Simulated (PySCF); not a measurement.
Working out the ionisation energy of Cu

Cu [Ar] 3d10 4s1 (2S) → Cu⁺ [Ar] 3d10 (1S). Calculation: PySCF 2.14, in cc-pVTZ-PP with ECP10MDF; a scalar-relativistic core potential. Frozen: 3s2 3p6. Energies in hartree (1 hartree = 27.21139 eV):

```csv
part,Cu (lower),Cu⁺ (upper)
UHF,-196.175686,-195.933879
MP2 opposite-spin,-0.322762,-0.303748
MP2 same-spin,-0.188422,-0.174522
```

Q: What does Hartree-Fock give?

A: (-195.933879) − (-196.175686) = 0.241807 hartree = 6.580 eV.

Q: What do MP2 and SCS-MP2 (6/5 opposite-spin, 1/3 same-spin) give?

A: The opposite-spin parts differ by 0.517 eV and the same-spin parts by 0.378 eV. MP2: 6.580 + (0.517) + (0.378) = 7.475 eV. SCS-MP2: 6.580 + 1.2 × (0.517) + (0.378)/3 = 7.326 eV.

Measured between the centres of the two terms (NIST): 7.726 eV, so MP2 (valence) is off by -0.251 eV.

What remains against the reference includes basis incompleteness, the frozen core and correlation beyond second order.
